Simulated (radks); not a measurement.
Results of a calculation; reference values are marked as such.
Task: The mean radii <r> (bohr) of the occupied orbitals of an atom or ion are listed with their occupations. Level of theory: non-relativistic Kohn-Sham, r2SCAN, spin-polarised, spherical densities, point nucleus; meta-GGA in the generalised Kohn-Sham scheme (a radial shooting solver on a logarithmic mesh with Libxc functionals).

orbital  occ.      <r>
1s up       1  0.07739
1s down     1  0.07736
2s up       1   0.3645
2s down     1   0.3643
2p up       3   0.3267
2p down     3   0.3268
3s up       1    1.073
3s down     1    1.086
3p up       3    1.116

Name the element and its charge. Open shells, if any, are filled with parallel spins first.

Result: Z = 20, calcium, charge +5: Ca5+ in [Ne] 3s2 3p3. The 1s radius gives Z: for a bare nucleus <r> = 1.5/Z, 0.075 bohr for Z = 20, and screening makes it slightly larger (0.07739 here). The occupations add up to 15, and the charge is Z minus that.
